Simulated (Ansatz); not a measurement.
Basis sets compared for Ge(OH)Me3 (C₃H₁₀GeO). Total charge 0; singlet. Geometry PBE0-D4/def2-SVP. Ansatz on 4 threads of Arm Neoverse V2 on a shared host; times are rough, and most runs start from earlier orbitals.

| atom | x (Å) | y (Å) | z (Å) |
| --- | --- | --- | --- |
| C1 | -0.848 | 0.161 | -1.652 |
| C2 | 1.124 | 1.470 | 0.536 |
| C3 | -0.861 | -0.926 | 1.370 |
| Ge4 | 0.226 | -0.146 | -0.051 |
| O5 | 1.580 | -1.256 | -0.445 |
| H6 | 1.283 | -2.112 | -0.769 |
| H7 | -1.638 | 0.900 | -1.447 |
| H8 | -1.331 | -0.767 | -1.993 |
| H9 | -0.217 | 0.544 | -2.468 |
| H10 | 0.395 | 2.234 | 0.846 |
| H11 | 1.739 | 1.882 | -0.278 |
| H12 | 1.783 | 1.249 | 1.389 |
| H13 | -0.239 | -1.146 | 2.250 |
| H14 | -1.339 | -1.861 | 1.040 |
| H15 | -1.656 | -0.227 | 1.672 |

Binding counts from free atoms (C triplet, Ge triplet, O triplet, H doublet) in the same basis, without a counterpoise term.

```csv
level,functions,energy (Eh),HOMO (eV),LUMO (eV),binding per atom (eV),wall time
PBE-D4/def2-SVP,138,-2271.6352,-5.97,0.39,3.88,1.4 s
PBE0-D4/def2-SVP,138,-2271.7219,-7.57,1.25,3.84,1.8 s
```

(1) Estimate the rows for PBE-D4/def2-TZVP (with forces), PBE0-D4/def2-TZVP.

Answers

(1) 
| level | functions | energy (Eh) | HOMO (eV) | LUMO (eV) | binding per atom (eV) | wall time |
| --- | --- | --- | --- | --- | --- | --- |
| PBE-D4/def2-TZVP (with forces) | 232 | -2272.1300 | -6.23 | -0.16 | 3.87 | 2.8 s |
| PBE0-D4/def2-TZVP | 232 | -2272.2100 | -7.72 | 0.65 | 3.83 | 4.6 s |
